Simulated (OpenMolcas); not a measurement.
Ni²⁺.

```json
{
  "Program": "OpenMolcas",
  "Method": "CASSCF",
  "Basis": "ANO-RCC-VTZP [6s5p3d2f1g]",
  "Scalar Hamiltonian": "DKH2, point nucleus",
  "Active space": "8 electrons in 10 orbitals (3d 4d)",
  "State averaging": "2S+1 = 3 even, 10 roots; 2S+1 = 1 even, 15 roots",
  "Spin-orbit coupling": "state interaction with AMFI integrals over the reference wave functions, term energies averaged over their components"
}
```

Levels without dynamic correlation, in cm-1 above 3d8 3F4:

| Level | E |
| --- | --- |
| 3d8 1D2 | 16854 |
| 3d8 3P2 | 19850 |
| 3d8 1G4 | 25843 |
| 3d8 1S0 | 61549 |

On this reference, SS-CASPT2, IPEA 0.25 Eh, imaginary shift 0.1 Eh (closed shells correlated: 3s 3p) puts 3d8 1D2 at 13940 cm-1.

**Question.** Estimate the other levels at that method by one scale factor, and say how well it serves.

**Answer.** The factor is 13940 / 16854 = 0.827. Scaled values beside those that SS-CASPT2 gives and measured ones (Corliss and Sugar, J. Phys. Chem. Ref. Data 10, 197 (1981)):
```csv
Level,Scaled,SS-CASPT2,Miss (%),Measured
3d8 3P2,16416,16920,-3.0,16662
3d8 1G4,21372,23650,-9.6,23109
3d8 1S0,50901,53460,-4.8,52532
```
For these levels the scaled values miss SS-CASPT2 by up to 9.6 %, as correlation changes each term by its own factor, spin-orbit parts do not scale and CASPT2 has its own spread within terms. This holds within one configuration; levels of others move differently, and the target method has errors of its own against measurement.

CASPT2 breaks the degeneracy within a term, and the mean is taken; among the terms shown or strongly mixed into the levels shown the widest spread is 630 cm-1 (3d8 1G, SS-CASPT2). Active for correlation alone: 4d; no level in the range computed is led by a configuration that fills it, so any true level of that kind is missing. Without dynamic correlation excited terms often stand tens of per cent too high (terms of higher spin than the ground term too low), and those without a measured partner can miss by more than the paired ones (holds for CASSCF). Measured partners are found by configuration, term and J. A level has none where our copy of the source lacks it or the pairing is in doubt (some pairs that miss far off the trend of their configuration count as doubtful), and it then counts in no deviation. Only configurations of the active space appear.
